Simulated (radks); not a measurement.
Values are calculated unless marked as measured or tabulated.
Ionisation of Au+, [Xe] 4f14 5d10, to Au2+, [Xe] 4f14 5d9, under several functionals. Scalar-relativistic Kohn-Sham, spin-polarised, spherical densities, point nucleus; open shells are filled with parallel spins first (spin-orbit coupling, left out, can overturn this in heavy ions); a radial shooting solver on a logarithmic mesh with Libxc functionals.

LDA (Slater exchange, Perdew-Wang correlation): E(Au+) (hartree) -19001.0058; Exc (hartree) -351.5877; IE (eV) 21.355; -e(HOMO) (eV) 15.620; <r> HOMO (bohr) 1.577; IE error (eV) +1.152
XLYP: E(Au+) (hartree) -19013.5731; Exc (hartree) -364.0924; IE (eV) 20.983; -e(HOMO) (eV) 15.277; <r> HOMO (bohr) 1.582; IE error (eV) +0.780
BP86: E(Au+) (hartree) -19013.7207; Exc (hartree) -364.2706; IE (eV) 21.169; -e(HOMO) (eV) 15.456; <r> HOMO (bohr) 1.575; IE error (eV) +0.966
B86b exchange with PBE correlation: E(Au+) (hartree) -19012.8828; Exc (hartree) -363.4389; IE (eV) 21.062; -e(HOMO) (eV) 15.348; <r> HOMO (bohr) 1.575; IE error (eV) +0.859
LDA (Slater exchange, Perdew-Zunger correlation): E(Au+) (hartree) -19001.0129; Exc (hartree) -351.5947; IE (eV) 21.360; -e(HOMO) (eV) 15.620; <r> HOMO (bohr) 1.577; IE error (eV) +1.157

NIST Atomic Spectra Database: 20.20 eV (measured). Closest: XLYP. The Delta-SCF values span 0.38 eV, the total energies 12.71 hartree. The highest occupied level is 5d. Open shells are spherical and high-spin; term and fine-structure splittings are not resolved. Spin-orbit splitting is averaged out at the scalar-relativistic level.
